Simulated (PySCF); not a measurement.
## What the low excited states add to the polarisability

GaH2Me, CH5Ga.
Geometry (PBE0-D3(BJ)/def2-SVP, Å), atoms numbered from 1 in this order:
```xyz
7
CH5Ga angstrom
Ga     0.5273    0.9237    0.0062
H      2.1035    0.9361    0.0222
H     -0.2418    2.2981   -0.0529
C     -0.4541   -0.7806    0.0229
H     -0.5333   -1.1539   -1.0133
H     -1.4769   -0.6715    0.4122
H      0.0752   -1.5518    0.6026
```

Computed with TDDFT CAM-B3LYP/def2-SVPD, vertical, gas phase, core orbitals frozen in the response in PySCF. Relativistic effects, spin–orbit coupling among them, are left out although an element past zinc is present.

Excitation energies and transition dipoles (atomic units, axes of the coordinates) of those of the lowest 15 singlets that add 0.02 au or more to the mean polarisability:

```
state  ΔE (hartree)      μx      μy      μz
   S1        0.1900  -0.010  -0.010   0.140
   S3        0.2733  -0.304  -0.546  -0.037
   S4        0.2861   0.577  -0.333   0.018
   S5        0.2979  -0.645   0.429  -0.021
   S6        0.2992  -0.554  -0.896  -0.013
   S7        0.3142  -0.366  -0.679   0.068
   S8        0.3196   0.687  -0.406   0.015
  S10        0.3269   0.422   0.715   0.038
  S11        0.3332   0.290  -0.181   0.037
  S12        0.3447  -0.476   0.319  -0.021
  S13        0.3451  -0.133  -0.282  -0.548
  S14        0.3558  -0.277  -0.405   0.012
  S15        0.3581  -0.136  -0.271   0.210
```

Problem. What does each state add to αxx, αyy and αzz, and how do the sums compare with the full static tensor?

Solution. Each state adds 2 μα² / ΔE.

```tsv
state	αxx (au)	αyy (au)	αzz (au)
S1	0.00	0.00	0.21
S3	0.68	2.18	0.01
S4	2.33	0.78	0.00
S5	2.79	1.23	0.00
S6	2.05	5.37	0.00
S7	0.85	2.94	0.03
S8	2.96	1.03	0.00
S10	1.09	3.12	0.01
S11	0.50	0.20	0.01
S12	1.32	0.59	0.00
S13	0.10	0.46	1.74
S14	0.43	0.92	0.00
S15	0.10	0.41	0.25
all 15 states	15.2	19.2	2.3
full response	47.2	50.9	35.4
share (%)	32	38	6
```

The rest comes from the higher roots of the same response equations.

Problem. Give the full tensor and its principal values.

Solution. In au, rows and columns x, y, z:
```
x   47.2  3.1  0.2
y    3.1 50.9 -0.1
z    0.2 -0.1 35.4
```
Principal values 35.4, 45.5 and 52.7 au; mean 44.5 au (6.60 Å³).

Problem. By how much does the contribution of these states grow at 532 nm?

Solution. With ω = 0.0856 hartree each state's term in the mean polarisability goes from f / ΔE² to f / (ΔE² − ω²), f = (2/3) ΔE |μ|²; the sum over all 15 states goes from 12.24 to 13.26 au, a rise of 1.03 au.

On Arm Neoverse V1, one thread, no GPU, on a shared host, this took 18 s.
